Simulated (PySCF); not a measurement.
AlCl₂H₂N, SMILES [NH2][Al]([Cl])[Cl].

Coordinates come from a r2SCAN-D4/def2-SVP optimisation. One conformer was computed; it need not be the lowest.

The numbers are results of IEF-PCM-B3LYP/def2-SVP run with PySCF 2.14.0, not measurements.

The values are the electrostatic part of the solvation free energy, E(continuum) − E(gas) at the gas-phase geometry, in a cavity of scaled van der Waals radii (PySCF's table); cavitation and dispersion terms are not included. A continuum can't describe solvent molecules that bind to the metal. In vacuum the orbital gap is 6.86 eV. The dipole moment in vacuum is 2.54 D.

Computed values in water (ε = 78.36), acetonitrile (ε = 35.69), N,N-dimethylformamide (ε = 37.22):
```
solvent                    ε  ΔG(elec) (kcal/mol)  dipole (D)  gap (eV)
---------------------  -----  -------------------  ----------  --------
water                  78.36                 -5.5        3.11      6.79
acetonitrile           35.69                 -5.4        3.09      6.79
N,N-dimethylformamide  37.22                 -5.4        3.10      6.79
```
